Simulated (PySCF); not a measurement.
**Tm(45+): ionisation energy**

Tm(45+) [Ar] 3d6 [3d3/2^4 3d5/2^2, M_J = 4] → Tm(46+) [Ar] 3d5 [3d3/2^4 3d5/2^1, M_J = 5/2], as a difference of total energies. Calculation: PySCF 2.14, in an uncontracted even-tempered set (16 s from 11 bohr⁻², ratio 2.8; 12 p from 14 bohr⁻², ratio 2.8; 8 d from 14 bohr⁻², ratio 2.8; 3 f from 49 bohr⁻², ratio 3); the two-component X2C-1e Hamiltonian. Correlated levels: [Ne] frozen; the 74 highest virtual spinors dropped. "Screened" scales the spin-orbit matrix elements by Boettger's factors to mimic the two-electron term; Breit and QED terms are absent.

```csv
method,ionisation energy (eV)
GHF (spin-free),3778.4
GMP2 (spin-free),3779.5
GHF (screened spin-orbit),3776.5
GMP2 (screened spin-orbit),3776.4
```

Breit and QED terms and the two-electron picture change are absent.

The spin-free rows relax to the high-spin LS determinant and lack the spin-orbit shift.

The labels give the starting determinants; with spin-orbit coupling the two ends relaxed to ⟨J²⟩ = 20.01, ⟨L²⟩ = 12.19, ⟨S²⟩ = 3.10 and ⟨J²⟩ = 8.75, ⟨L²⟩ = 5.62, ⟨S²⟩ = 3.07.

For comparison: 3775 ± 4 eV (theoretical estimate listed by NIST; NIST Atomic Spectra Database, ionization energies).
